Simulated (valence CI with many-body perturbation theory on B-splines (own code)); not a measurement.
# Yb⁶⁵⁺ in three bases

Calculated by valence CI with perturbative core correlation (CI+MBPT): three valence electrons over a frozen Dirac-Fock core [He], a basis of 9 s, 9 p, 8 d, 6 f, 3 g, 1 h functions for each j, with the one-electron correlation potential Σ1 (screened to all orders), the two-electron term Σ2, the three-electron term Σ3, Breit, model QED; selected single and double excitations, second order for the rest, scaled by the run's own slope (own B-spline code, finite nucleus).

The last digits are not significant, and no measured levels were compared; by estimate large intervals hold to a few tenths of a per cent, small ones and those within an open d or f shell to about a per cent.

The reference run has the lowest level (2s^2 2p1/2) J=1/2 and an ionisation energy of 16565.6 eV. Its largest variational space holds 8718 state functions.

Levels are named by their leading jj configuration (3d3/2^4 stands for four electrons in 3d with j = 3/2), which in mixed levels can hold well under half, so a name can repeat and another be missing. Letters in brackets count levels of one name in rising energy.

Changed runs:
A. basis 6 s, 6 p, 5 d, 3 f, 1 g
B. basis 5 s, 5 p, 4 d, 2 f

Excitation energies of the reference run in cm⁻¹, and shifts in cm⁻¹:

```csv
Level,Reference,A,B
(2s 2p1/2^2) J=1/2,1989040,-117,-259
(2s^2 2p3/2) J=3/2,9163940,+50,-32
(2s 2p1/2 2p3/2) J=3/2 [a],10560300,-155,-628
(2s 2p1/2 2p3/2) J=5/2,10877800,+117,-41
(2s 2p1/2 2p3/2) J=1/2,11420400,+51,-4.5
(2s 2p1/2 2p3/2) J=3/2 [b],11436800,+134,+229
(2p1/2^2 2p3/2) J=3/2,13508800,-96,-213
(2s 2p3/2^2) J=5/2,19868300,+13,-351
(2s 2p3/2^2) J=1/2,20689700,+4.3,-4.0
(2s 2p3/2^2) J=3/2,20695500,+128,+144
(2p1/2 2p3/2^2) J=3/2,22303700,-94,-488
(2p1/2 2p3/2^2) J=5/2,22484800,+124,+60
Ionisation energy (eV),16565.6,+0.003,-0.056
```
